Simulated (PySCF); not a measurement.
# Radial density of Nb (niobium, neutral)

TPSS, [Kr] 4d4 5s1, high-spin 6D determinant. All numbers are calculated (PySCF 2.14, a scalar-relativistic core potential, in cc-pVDZ-PP with ECP28MDF). This is the valence pseudo-density: the core potential removes the inner electrons and smooths the orbitals near the nucleus.

| r (bohr) | 4πr²ρ (e/bohr) | 4πr²(ρα − ρβ) |
| --- | --- | --- |
| 0.0504 | 2.393e-05 | 0.0000 |
| 0.0847 | 8.150e-05 | 0.0000 |
| 0.143 | 0.0005027 | 0.0001 |
| 0.240 | 0.006699 | 0.0015 |
| 0.403 | 0.1750 | 0.0290 |
| 0.678 | 3.438 | 0.3836 |
| 1.14 | 9.756 | 1.5955 |
| 1.92 | 3.861 | 1.8825 |
| 3.23 | 0.9752 | 0.9312 |
| 5.43 | 0.1607 | 0.1606 |
| 9.13 | 0.003944 | 0.0039 |

Energies and moments cover only the electrons outside the core potential.
